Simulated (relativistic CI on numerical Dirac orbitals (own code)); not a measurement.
Judd-Ofelt analysis for Sm4+

Method of calculation: Dirac-Coulomb-Breit CI, orbitals from a KLI potential per configuration, a model potential for QED, valence Slater integrals scaled by 0.75 (own radial code, finite nucleus).

Configuration 4f4 alone, in intermediate coupling. Take Ω₂ = 6.18, Ω₄ = 4.85, Ω₆ = 3.55 (10⁻²⁰ cm²) and refractive index n = 1.85 as given. A_ED = 64π⁴e²ν³ n(n² + 2)²/[27h(2J + 1)] Σ Ω_λ |U^λ|², in Gaussian units with ν in cm⁻¹, and A_MD is n³ times the free-ion magnetic-dipole rate; a dash marks a rate that is forbidden or under 2 % of the level's free-ion decay.

Emitting level 5F_1 at 13901 cm⁻¹ (radiative decay alone: multiphonon quenching in a host is left out, and the level can lie too high or too low):

| To | ν (cm⁻¹) | U² squared | U⁴ squared | U⁶ squared | Free-ion A(M1) (s⁻¹) |
| --- | --- | --- | --- | --- | --- |
| 5I_4 | 13901 | 0.0000 | 0.1406 | 0.0000 | - |
| 5I_5 | 12010 | 0.0000 | 0.1510 | 0.1473 | - |
| 5I_6 | 10007 | 0.0000 | 0.0000 | 0.2915 | - |
| 5I_7 | 7960 | 0.0000 | 0.0000 | 0.0700 | - |
| 5I_8 | 5911 | 0.0000 | 0.0000 | 0.0000 | - |

Task: Give the rates, branching ratios and the radiative lifetime.

Result: The rates are:

```tsv
To	λ (nm)	A_ED (s⁻¹)	A_MD (s⁻¹)	β (%)
5I_4	719	2670	0	35.4
5I_5	833	3170	0	42.1
5I_6	999	1510	0	20.1
5I_7	1256	183	0	2.4
5I_8	1692	0	0	0.0
```

τ_rad = 1.33e-04 s. Computed level positions enter as ν³, so measured ones would change the rates. For the strongest line (833 nm) and an assumed effective width Δλ = 21 nm (300 cm⁻¹), the Füchtbauer-Ladenburg formula σ = λ⁴A/(8πcn²Δλ) gives a peak emission cross-section of 2.8 × 10⁻²⁰ cm².
